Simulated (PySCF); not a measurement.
Si(GeH3)2(H)(NMe2), C2H13Ge2NSi, SMILES CN(C)[SiH]([GeH3])[GeH3], GFN2-xTB optimised geometry.

```
19

Si    -1.05    -0.12     1.64
Ge    -1.28    -2.37     1.07
Ge     0.04     1.13     0.00
N     -0.11    -0.03     3.08
C      0.48     1.21     3.51
C     -0.34    -0.94     4.17
H     -2.42     0.44     1.78
H     -2.43    -3.07     1.73
H     -1.54    -2.60    -0.39
H     -0.13    -3.29     1.36
H     -0.29     2.60     0.00
H      1.54     1.13     0.00
H     -0.30     0.72    -1.40
H     -0.18     1.75     4.20
H      1.42     1.01     4.02
H      0.67     1.84     2.65
H     -0.75    -1.88     3.79
H     -1.05    -0.53     4.90
H      0.60    -1.15     4.69
```

Density from CAM-B3LYP/def2-SVP (PySCF) at that geometry.

Minimum of the electron density along straight lines between bonded atoms, close to the bond critical point (lines longer than 1.1 times the sum of covalent radii, or with two minima, are not listed):

| bond | length / Å | ρ at the minimum / e bohr⁻³ | ∇²ρ there / e bohr⁻⁵ | position (fraction from the first atom) |
|---|---|---|---|---|
| Si1–Ge2 | 2.336 | 0.094 | -0.05 | 0.35 |
| Si1–Ge3 | 2.336 | 0.094 | -0.05 | 0.35 |
| Si1–N4 | 1.717 | 0.126 | 0.75 | 0.40 |
| N4–C5 | 1.440 | 0.275 | -0.80 | 0.61 |
| N4–C6 | 1.440 | 0.275 | -0.80 | 0.61 |
| Si1–H7 | 1.484 | 0.114 | [?] | 0.48 |
| Ge2–H8 | 1.504 | 0.139 | 0.08 | 0.59 |
| Ge2–H9 | 1.500 | 0.140 | 0.08 | 0.59 |
| Ge2–H10 | 1.502 | 0.139 | 0.08 | 0.59 |
| Ge3–H11 | 1.504 | 0.139 | 0.08 | 0.59 |
| Ge3–H12 | 1.502 | 0.139 | 0.08 | 0.59 |
| Ge3–H13 | 1.500 | 0.140 | 0.08 | 0.59 |
| C5–H14 | 1.096 | 0.276 | -1.02 | 0.63 |
| C5–H15 | 1.093 | 0.278 | -1.05 | 0.63 |
| C5–H16 | 1.090 | 0.280 | -1.06 | 0.63 |
| C6–H17 | 1.090 | 0.280 | -1.06 | 0.63 |
| C6–H18 | 1.096 | 0.276 | -1.02 | 0.63 |
| C6–H19 | 1.093 | 0.278 | -1.05 | 0.63 |

Question: Fill in the missing entries.

Answer: 
- Si1–H7, ∇²ρ there / e bohr⁻⁵: 0.31
